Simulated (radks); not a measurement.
Values are calculated unless marked as measured or tabulated.
Question: The mean radii <r> (bohr) of the occupied orbitals of an atom or ion are listed with their occupations. Level of theory: scalar-relativistic Kohn-Sham, BLYP, spin-unpolarised, spherical densities, point nucleus (a radial shooting solver on a logarithmic mesh with Libxc functionals).

orbital  occ.      <r>
1s          2  0.05213
2s          2   0.2352
2p          6   0.2064
3s          2   0.7096
3p          6   0.7447
3d          9   0.9431
4s          1    2.467

Name the element and its charge.

Answer: Z = 29, copper, charge +1: Cu+ in [Ar] 3d9 4s1. The 1s radius gives Z: for a bare nucleus <r> = (2 gamma + 1)/(2Z) with gamma = sqrt(1 - (Z/c)^2), 0.05094 bohr for Z = 29, and screening makes it slightly larger (0.05213 here). The occupations add up to 28, and the charge is Z minus that.
